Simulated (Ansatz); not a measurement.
```
atom   x (Å)   y (Å)   z (Å)
  Fe  0.0000  0.0000  0.0000
   N  0.0000  0.0000  1.5800
```

Basis set: pcseg-2. Charge 0. Computed with Ansatz (development build ahead of 0.2.0); the lowest solution found for each multiplicity.

(1) How do the multiplicities compare at this shape? Give, from the lowest of each method, PBE0 (unrestricted) for 2, 4.

Results:

(1)

| method | multiplicity | E (eV) | <S²> |
| --- | --- | --- | --- |
| PBE0, unrestricted | 2 | 0.328 | 1.81 |
| PBE0, unrestricted | 4 | 0.000 | 4.34 |

Caution for PBE0, unrestricted: the unrestricted determinant is a mixture of spin states.
